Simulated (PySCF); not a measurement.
Stepwise substitution at one centre (Al Br-NH2). Gas-phase values, no solvent. Strings in code marks are SMILES.

Method: B3LYP-D3(BJ)/def2-TZVP (PySCF). All candidates: neutral, multiplicity 1. B3LYP has the VWN-RPA correlation part, as in Gaussian. Delta-SCF ions had no search for a lower state. 

```yaml
LUMO: -0.48 eV
HOMO: -7.02 eV
vertical ionisation energy (Delta-SCF): 9.32 eV
```

Say which member has these values.
A) `[NH2][Al]([NH2])[NH2]`
B) `[NH2][Al]([Br])[Br]`
C) `[Br][Al]([Br])[Br]`
D) `[NH2][Al]([NH2])[Br]`

D, `[NH2][Al]([NH2])[Br]`. The others give `[Br][Al]([Br])[Br]`: -1.87 eV, -8.36 eV, 10.40 eV; `[NH2][Al]([NH2])[NH2]`: -0.02 eV, -6.45 eV, 8.72 eV; `[NH2][Al]([Br])[Br]`: -1.12 eV, -7.73 eV, 10.01 eV
